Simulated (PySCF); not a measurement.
# Excitation energy of Al by level of theory

Al [Ne] 3s2 3p1 (2P) → Al [Ne] 3s1 3p1 4s1 (4P), as a difference of total energies. Computed with PySCF 2.14 in x2c-TZVPPall with one added diffuse shell each of s, p, d type (6s6p4d1f, 51 functions), with the spin-free X2C one-electron Hamiltonian (Gaussian nucleus). Correlated levels: valence: [Ne] frozen; valence and next inner shell: 1s2 frozen. The calculations carry no spin-orbit coupling.

```json
{"method": "UHF", "excitation energy (eV)": "6.435"}
{"method": "LDA", "excitation energy (eV)": "7.615"}
{"method": "PBE", "excitation energy (eV)": "7.516"}
{"method": "PBE0", "excitation energy (eV)": "7.464"}
{"method": "r2SCAN", "excitation energy (eV)": "7.339"}
{"method": "M06", "excitation energy (eV)": "7.633"}
{"method": "TPSS", "excitation energy (eV)": "7.550"}
{"method": "wB97X-V", "excitation energy (eV)": "7.697"}
{"method": "revPBE", "excitation energy (eV)": "7.461"}
{"method": "MP2 (valence)", "excitation energy (eV)": "7.238"}
{"method": "SCS-MP2 (valence)", "excitation energy (eV)": "7.484"}
{"method": "MP2 (valence and next inner shell)", "excitation energy (eV)": "7.373"}
{"method": "SCS-MP2 (valence and next inner shell)", "excitation energy (eV)": "7.589"}
```

How much does correlation contribute at MP2 (valence and next inner shell)?

7.373 − (6.435) = 0.938 eV, measured against UHF.

The upper state lies above the first ionisation limit, but in LS coupling its spin forbids autoionisation to the ground ion. A Rydberg-like electron needs more diffuse functions than a valence basis has.

The promoted electron is Rydberg-like, and one or two diffuse shells describe it only roughly, which tends to raise the upper state.
